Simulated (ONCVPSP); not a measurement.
**Plane-wave convergence, ONCV potential for hafnium (Hf)**

```
Element                 : hafnium (Hf)
Generator               : ONCVPSP 4.0.1
Type                    : optimised norm-conserving Vanderbilt (ONCV)
Functional              : PBEsol
Relativity              : fully relativistic
Frozen core             : [Kr] 4d10 4f14 5s2
Valence charge          : 10
Reference configuration : 5p6 5d2 6s0.5 (charge +1.5)
Partial waves           : 6s: rc 2.40 bohr, ncon 4, nbas 7, qcut 2.2 1/bohr, 2 projectors, debl 0.5 Ha; 5p: rc 2.00 bohr, ncon 3, nbas 7, qcut 8.1 1/bohr, 2 projectors, debl 2.4 Ha; 5d: rc 1.80 bohr, ncon 4, nbas 8, qcut 4.8 1/bohr, 2 projectors, debl 2.5 Ha
Local potential         : polynomial inside 1.60 bohr (lpopt 3, dvloc0 0 Ha)
Core correction         : none
```

Open shells are filled in proportion to 2j + 1.

In the s channel the program set the typed energies aside and used -0.520, 0.250 Ha.

Task: For each optimised wave give the share of its norm inside rc, the residual kinetic energy above qcut (Ha) and the cutoffs (Ha) for errors of 10, 1, 0.1 and 0.01 mHa per electron.

Result:

| wave | norm inside rc | residual KE | 10 mHa | 1 mHa | 0.1 mHa | 0.01 mHa |
| --- | --- | --- | --- | --- | --- | --- |
| 6s | 0.250 | 3.1e-03 | 1.8 | 4.6 | 18.3 | 23.7 |
| s projector 2 | 0.179 | 2.6e-02 | 5.4 | 24.4 | 29.9 | 36.1 |
| 5p j=3/2 | 0.896 | 2.9e-08 | 7.3 | 17.2 | 22.2 | 25.8 |
| p projector 2 j=3/2 | 0.087 | 2.3e-08 | 6.6 | 15.9 | 21.7 | 25.7 |
| 5p j=1/2 | 0.936 | 2.1e-08 | 8.5 | 11.4 | 20.5 | 24.9 |
| p projector 2 j=1/2 | 0.104 | 2.2e-08 | 7.7 | 10.6 | 20.6 | 25.2 |
| 5d j=5/2 | 0.384 | 9.7e-04 | 8.6 | 11.6 | 25.1 | 66.4 |
| d projector 2 j=5/2 | 0.090 | 3.3e-03 | 10.0 | 13.3 | 22.9 | 41.9 |
| 5d j=3/2 | 0.413 | 1.5e-03 | 9.0 | 12.2 | 39.3 | 69.5 |
| d projector 2 j=3/2 | 0.091 | 4.6e-03 | 10.3 | 13.9 | 24.8 | 45.7 |

The occupied waves need 17 Ha and 39 Ha for 1 and 0.1 mHa. Note: ghosts flagged at negative energy: s at -17.9 eV; no localised positive-energy state flagged. A true bound ghost makes a file unfit for plane-wave use. 3 of 4 tests not solved or not reliable.
